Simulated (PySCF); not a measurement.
**Electron correlation in Os (osmium, neutral)**

[Xe] 4f14 5d7 6s1, high-spin 5F determinant (an excited configuration). Calculation: PySCF 2.14, in def2-TZVPPD with the def2 core potential (60 electrons); a scalar-relativistic core potential. Frozen: 5s2 5p6; 8 electrons correlated.

MP2 pair energies summed by pair of shells (mhartree):

```json
{"pair": "5d-5d", "energy": "-145.16", "share (%)": "81.0"}
{"pair": "5d-6s", "energy": "-34.13", "share (%)": "19.0"}
```

Total MP2 correlation energy: -179.29 mhartree.

Same-spin part -77.93 and opposite-spin part -101.36 mhartree; SCS-MP2 scales them by 1/3 and 6/5 to -147.61 mhartree.
